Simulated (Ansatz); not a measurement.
`[F][Hf]([F])([Br])[Br]` + H–F → `[F][Hf]([F])([F])[Br]` + HBr at 400 K and 1 bar (ligand exchange at the Hf–Br bond).

Isolated molecules relaxed with PBE0-D4/def2-TZVP in Ansatz; ΔE leaves out vibrations. CBS: MP2 limit from def2 TZ/QZ plus the TZ coupled-cluster correction, frozen cores. This one scheme is used for every species. def2 core potentials past Kr. For Br, Hf outer-core shells are correlated without core-valence functions, which leaves a few kJ/mol of doubt a bond. Scalar relativity is left out up to krypton.

```json
{"species": "`[F][Hf]([F])([Br])[Br]`", "CCSD(T)/CBS energy (Eh)": "-5394.44334", "H − E (kJ/mol)": "46.9", "S (J/(mol·K))": "418.7"}
{"species": "H–F", "CCSD(T)/CBS energy (Eh)": "-100.39570", "H − E (kJ/mol)": "36.5", "S (J/(mol·K))": "182.2"}
{"species": "`[F][Hf]([F])([F])[Br]`", "CCSD(T)/CBS energy (Eh)": "-2920.92444", "H − E (kJ/mol)": "48.2", "S (J/(mol·K))": "391.2"}
{"species": "HBr", "CCSD(T)/CBS energy (Eh)": "-2573.91920", "H − E (kJ/mol)": "27.6", "S (J/(mol·K))": "207.2"}
```

H − E and S are ideal-gas, rigid-rotor, harmonic terms from PBE0-D4/def2-TZVP. 1 Eh = 2625.50 kJ/mol, R = 8.31446 J/(mol·K).

Q: By hand: ΔE, ΔH, ΔS and ΔG.

A: ΔE = (-2920.92444) + (-2573.91920) − (-5394.44334) − (-100.39570) = -0.00460 Eh = -12.1 kJ/mol. Δ(H − E) = 48.2 + 27.6 − 46.9 − 36.5 = -7.6, so ΔH = -19.7 kJ/mol. ΔS = 391.2 + 207.2 − 418.7 − 182.2 = -2.5 J/(mol·K). ΔG = -19.7 − 400 × (-2.5)/1000 = -18.7 kJ/mol.

Q: By hand: the equilibrium constant, and the temperature at which ΔG would vanish if ΔH and ΔS stayed fixed.

A: log₁₀ K = −ΔG/(RT ln 10) = 2.4. ΔG = 0 at ΔH/ΔS = 7880 K, far beyond where these terms or the molecules hold.

The number of gas molecules stays the same, so ΔS is small and ΔH decides. A doubt of 5 kJ/mol in ΔE shifts log₁₀ K by 0.7 here. These are equilibria of isolated gas molecules and say nothing of rates. Largest T1 diagnostic: 0.014 (customary marks: 0.02 for closed shells, 0.045 for open ones).
